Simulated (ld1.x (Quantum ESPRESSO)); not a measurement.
# tantalum TM: all-electron and pseudo phase curves

```
Element                 : Ta
Generator               : ld1.x (Quantum ESPRESSO) 7.5
Type                    : norm-conserving Troullier–Martins (Kleinman–Bylander form)
Functional              : PBE
Relativity              : fully relativistic
Frozen core             : [Kr] 4d10 4f14
Valence charge          : 13
Reference configuration : 5s2 5p6 5d3 6s2 6p0
Partial waves           : 5s (bound): rc 1.60 bohr; 5d (bound): rc 1.55 bohr; 5p (bound): rc 1.75 bohr
Local potential         : the p channel
Core correction         : none
```

Open shells are filled in proportion to 2j + 1 (rel_dist='average').

Occupied shells without a wave of their own: 6s. They enter only through the test configuration that unscreens the potential.

The phase is arctan(r·u′/u) with u = r·R(r), unwrapped; energies in Ry, scanned from -7 to 5 Ry. A pole is an energy at which the radial function vanishes at the test radius. The pseudo phase is shifted by a multiple of π to meet the all-electron one at the reference energy, and phase errors are pseudo minus all-electron; the curves can meet again beyond the range given. Levels narrower than the energy grid can be missing from the lists of poles.

```json
{"channel": "s", "radius (bohr)": "1.90", "reference energy (Ry)": "-5.35", "poles, all-electron": "-4.83", "poles, pseudo": "-4.82", "unbroken range about the reference energy with phases within 0.05 rad": "below -0.2", "phase error 1 Ry above the reference energy (rad)": "+0.003"}
{"channel": "p1/2", "radius (bohr)": "1.90", "reference energy (Ry)": "-3.36", "poles, all-electron": "-2.49", "poles, pseudo": "-1.85", "unbroken range about the reference energy with phases within 0.05 rad": "not even at the reference energy", "phase error 1 Ry above the reference energy (rad)": "+0.133"}
{"channel": "p3/2", "radius (bohr)": "1.90", "reference energy (Ry)": "-2.71", "poles, all-electron": "-1.51", "poles, pseudo": "-1.85", "unbroken range about the reference energy with phases within 0.05 rad": "not even at the reference energy", "phase error 1 Ry above the reference energy (rad)": "-0.052"}
{"channel": "d3/2", "radius (bohr)": "1.90", "reference energy (Ry)": "-0.29", "poles, all-electron": "2.41", "poles, pseudo": "2.42", "unbroken range about the reference energy with phases within 0.05 rad": "the whole range", "phase error 1 Ry above the reference energy (rad)": "+0.000"}
{"channel": "d5/2", "radius (bohr)": "1.90", "reference energy (Ry)": "-0.25", "poles, all-electron": "2.62", "poles, pseudo": "2.59", "unbroken range about the reference energy with phases within 0.05 rad": "the whole range", "phase error 1 Ry above the reference energy (rad)": "-0.001"}
```

A Bessel basis up to 400 Ry misses an occupied level by 3.02 Ry, so cutoffs and ghosts were not judged. The potential misses its own reference levels by up to 6.1 eV, so it is not fit for use.

Phases in the p1/2 channel:

```json
{"E (Ry)": "-7.00", "all-electron": "1.309", "pseudo": "1.311"}
{"E (Ry)": "-6.48", "all-electron": "1.284", "pseudo": "1.288"}
{"E (Ry)": "-5.96", "all-electron": "1.250", "pseudo": "1.259"}
{"E (Ry)": "-5.44", "all-electron": "1.197", "pseudo": "1.215"}
{"E (Ry)": "-4.92", "all-electron": "1.100", "pseudo": "1.146"}
{"E (Ry)": "-4.40", "all-electron": "0.856", "pseudo": "1.012"}
{"E (Ry)": "-3.88", "all-electron": "-0.125", "pseudo": "0.655"}
{"E (Ry)": "-3.36", "all-electron": "-1.217", "pseudo": "-0.463"}
{"E (Ry)": "-2.84", "all-electron": "-1.490", "pseudo": "-1.237"}
{"E (Ry)": "-2.32", "all-electron": "-1.600", "pseudo": "-1.472"}
{"E (Ry)": "-1.80", "all-electron": "-1.663", "pseudo": "-1.579"}
{"E (Ry)": "-1.28", "all-electron": "-1.709", "pseudo": "-1.644"}
{"E (Ry)": "-0.76", "all-electron": "-1.748", "pseudo": "-1.693"}
{"E (Ry)": "-0.24", "all-electron": "-1.785", "pseudo": "-1.736"}
{"E (Ry)": "0.28", "all-electron": "-1.825", "pseudo": "-1.778"}
{"E (Ry)": "0.80", "all-electron": "-1.870", "pseudo": "-1.824"}
{"E (Ry)": "1.32", "all-electron": "-1.925", "pseudo": "-1.880"}
{"E (Ry)": "1.84", "all-electron": "-1.999", "pseudo": "-1.953"}
{"E (Ry)": "2.36", "all-electron": "-2.105", "pseudo": "-2.060"}
{"E (Ry)": "2.88", "all-electron": "-2.269", "pseudo": "-2.235"}
{"E (Ry)": "3.40", "all-electron": "-2.546", "pseudo": "-2.558"}
{"E (Ry)": "3.92", "all-electron": "-3.002", "pseudo": "-3.134"}
{"E (Ry)": "4.44", "all-electron": "-3.550", "pseudo": "-3.754"}
{"E (Ry)": "4.96", "all-electron": "-3.953", "pseudo": "-4.124"}
```
